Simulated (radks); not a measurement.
Fractional charge and spin in the 2s shell of carbon: the spin-up occupation runs from 0 to 1 and the spin-down occupation from 0 to 1; the fullest corner is C, [He] 2p(up 1, down 1) 2s(up 1, down 1). Calculated with a radial shooting solver on a logarithmic mesh with Libxc functionals: scalar-relativistic Kohn-Sham, PBE, spin-polarised, spherical densities, point nucleus. Energy (eV) minus the two flat planes that join the four corners (they meet along the diagonal where the two added fractions sum to one electron); zero is where a piecewise linear energy would lie.

down \ up       0     0.5       1
0           0.000  -1.622   0.000
0.5        -1.622   0.529  -1.367
1           0.000  -1.367   0.000

Corners above the fullest one (they belong to C+ and the next ion): (up 1, down 0) 19.086 eV, (up 0, down 1) 19.086 eV, (up 0, down 0) 52.282 eV. With half an added electron in each spin the energy lies 0.529 eV from the planes, and with half an added electron in spin up alone -1.622 eV. The planes are only a guide here: the flat-plane condition holds for ground states with one frontier orbital, while this shell lies below other occupied shells, so the corners above the fullest one are inner-hole states and not the ground states of those ions.
